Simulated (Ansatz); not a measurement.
Reaction (hydrogenolysis of the Sn–C bond): `[CH3][Sn]([Cl])([Cl])[Cl]` + H₂ → `[Cl][SnH]([Cl])[Cl]` + CH₄

Computed with Ansatz on PBE0-D4/def2-TZVP structures; ΔE is electronic, products minus reactants. CCSD(T)/CBS adds triple-zeta CCSD(T) − MP2 to the extrapolated MP2 energy (def2 sets, frozen cores). This one scheme is used for every species. Functionals use def2-TZVPP. B3LYP here is the variant with VWN-RPA as its local correlation; programs differ in this. HSE06 is defined as in plane-wave codes. Elements past krypton have def2 core potentials. For Sn outer-core shells are correlated without core-valence functions, which leaves a few kJ/mol of doubt a bond.

```
         level  ΔE (kcal/mol)  difference from CCSD(T)/CBS
        PBE-D4           -4.5                         -0.9
     r2SCAN-D4           -4.8                         -1.2
      B3LYP-D4           -5.3                         -1.7
    r2SCAN0-D4           -5.6                         -2.0
       r2SCAN0           -6.1                         -2.5
         HSE06           -6.7                         -3.1
       LC-ωPBE           -7.1                         -3.5
   HF/def2-SVP          -12.6                         -9.0
MP2/def2-TZVPP           -2.3                          1.3
 HF/def2-QZVPP          -10.7                         -7.1
   CCSD(T)/CBS           -3.6                            0
```

Largest T1 diagnostic among the species: 0.011.

From r2SCAN to r2SCAN0 (25 % exact exchange), in def2-TZVPP and without D4, ΔE moves by −0.8 kcal/mol. In def2-TZVPP, CCSD(T) changes the Hartree–Fock value by +6.3 kcal/mol (the triples alone add +1.2 kcal/mol) and MP2 by +8.4 kcal/mol. At CCSD(T), def2-SVP lies −4.8 kcal/mol from the extrapolated value and def2-TZVPP −0.9 kcal/mol.
